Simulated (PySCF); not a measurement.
# Frontier levels across methods

Compound: C₂H₇NOSi.
Atom-mapped SMILES: `[CH3:1][C:2](=[O:3])[NH:4][SiH3:5]` (hydrogens: H6, H7, H8 on C1; H9 on N4; H10, H11, H12 on Si5)

Cartesian coordinates in Å at the PBE0-D3(BJ)/def2-SVP level; atoms count from 1:
```xyz
12
C2H7NOSi angstrom
C      2.0056    0.2606    0.2714
C      0.5113    0.3602    0.4482
O     -0.0167    1.0721    1.2825
N     -0.2669   -0.3927   -0.3885
Si    -2.0225   -0.2585   -0.1883
H      2.2976    0.6283   -0.7246
H      2.4979    0.8671    1.0397
H      2.3412   -0.7844    0.3549
H      0.1778   -0.9835   -1.0806
H     -2.4551   -0.7186    1.1588
H     -2.5714   -1.1793   -1.2293
H     -2.4964    1.1272   -0.4521
```

Basis pcSseg-2 throughout (PySCF), one geometry. One conformer (not necessarily the lowest) at the PBE0-D3(BJ)/def2-SVP geometry, without solvent, vibrations or thermal averaging.

**Question.** How do the orbital energies, the gap and the dipole change with the method?

**Answer.** 
```
   method                    kind  HOMO (eV)  LUMO (eV)  gap (eV)  μ (D)  SCF cycles
     BLYP                     GGA      -6.00      -0.82      5.18   3.44          16
     OPBE                     GGA      -6.03      -0.81      5.22   3.39          16
      PBE                     GGA      -6.10      -0.93      5.17   3.43          16
    B97-D                     GGA      -6.11      -0.83      5.28   3.44          16
     BP86                     GGA      -6.21      -1.01      5.20   3.45          15
      KT3                     GGA      -6.26      -0.88      5.38   3.37          16
      LDA                     LDA      -6.27      -1.15      5.11   3.51          15
      KT2                     GGA      -6.29      -0.88      5.41   3.39          16
    B97-2           global hybrid      -7.41       0.03      7.44   3.54          14
    B3LYP           global hybrid      -7.45      -0.28      7.17   3.56          15
     PBE0           global hybrid      -7.70       0.00      7.70   3.56          13
 mPW1PW91           global hybrid      -7.73      -0.01      7.72   3.57          14
CAM-B3LYP  range-separated hybrid      -9.17       0.72      9.90   3.63          14
BHandHLYP           global hybrid      -9.25       0.57      9.82   3.70          13
  wB97X-D  range-separated hybrid      -9.61       1.70     11.31   3.61          15
  LC-wPBE  range-separated hybrid     -10.49       1.88     12.37   3.64          15
       HF            Hartree–Fock     -11.26       2.23     13.49   3.90          11
```

The HOMO spans 5.26 eV, from BLYP down to HF, and the gap runs from 5.11 eV (LDA) to 13.49 eV (HF). Over the methods BLYP (0 %), OPBE (0 %), PBE (0 %), B97-D (0 %), BP86 (0 %), KT3 (0 %), LDA (0 %), KT2 (0 %), B97-2 (21 %), B3LYP (20 %), PBE0 (25 %), mPW1PW91 (25 %), BHandHLYP (50 %), HF (100 %), a straight line through the gap against the share of exact exchange rises by 0.85 eV for each 10 % (correlation coefficient 0.996). The dipole ranges from 3.37 D (KT3) to 3.90 D (HF). This basis has no diffuse functions.
